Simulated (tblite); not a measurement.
Problem. Give a GFN2-xTB geometry of `C=NC(=C)[Si@H](N)F`.

Solution. 
```xyz
14
C3H7FN2Si angstrom
C     -0.891   -1.148    1.657
N     -0.843   -0.798    0.455
C     -0.478    0.448    0.005
C     -1.232    1.530    0.196
Si     1.084    0.451   -1.062
N      1.236   -1.099   -1.765
F      2.391    0.584   -0.121
H     -1.201   -2.158    1.887
H     -0.627   -0.503    2.498
H     -0.985    2.471   -0.260
H     -2.141    1.492    0.777
H      1.161    1.646   -1.893
H      2.087   -1.363   -2.232
H      0.437   -1.554   -2.170
```

Any rigid rotation of these coordinates is as good. Atoms count from 1 in this order. N2 (imine nitrogen) is bent (angle 125.3°). The 2 C–N bonds span 1.253 Å (C1=N2, drawn double) to 1.374 Å (N2–C3, drawn single), a spread of 0.121 Å. N6 (silicon-bound nitrogen) has angles 120.4°, 120.3° and 111.5°, sum 352.2°, 0.19 Å off the plane of its three neighbours. Si5 (fluorine-bound silicon) is distorted tetrahedral (angles from 102.8° to 120.3°).

Bonds between heavy atoms (Å): C1=N2 1.253, N2–C3 1.374, C3=C4 1.333, C3–Si5 1.892, Si5–N6 1.708, Si5–F7 1.616.

Structure optimised with GFN2-xTB, isolated species.

Point group: C1 (no symmetry element, even within 0.4 Å). Its lowest GFN2-xTB frequency is 4 cm⁻¹, too small to tell a flat minimum from a shallow saddle. One conformer, not necessarily the lowest (C1–N2–C3–C4 -69°, N2–C3–Si5–N6 25°, C3–Si5–N6–H -169° and 45°).

These are computed values.
